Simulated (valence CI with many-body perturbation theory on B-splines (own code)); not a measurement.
**Which ion has this spectrum?**

A relativistic CI+MBPT calculation for an atom or ion with 24 electrons gives these levels (cm⁻¹):

| J | Parity | E | g |
| --- | --- | --- | --- |
| 4 | even | 0 | 1.27 |
| 2 | even | 51216 | 1.30 |
| 0 | even | 160508 |  |
| 3 | even | 273007 | 1.37 |
| 4 | even | 291317 | 1.16 |
| 1 | even | 305336 | 1.33 |
| 5 | even | 345578 | 1.12 |
| 6 | even | 345816 | 1.11 |
| 2 | even | 389061 | 0.96 |
| 3 | even | 397947 | 1.05 |
| 0 | even | 469995 |  |
| 2 | even | 485501 | 1.12 |
| 4 | even | 487142 | 1.04 |
| 1 | even | 491898 | 1.12 |

The energies are calculated, and their last digits are not significant.

**Question.** Which is it?
A. Ho43+
B. Gd40+
C. Er44+
D. Dy42+

**Answer.** D. Dy42+, ground level (3d3/2^4 3d5/2^2) J=4.
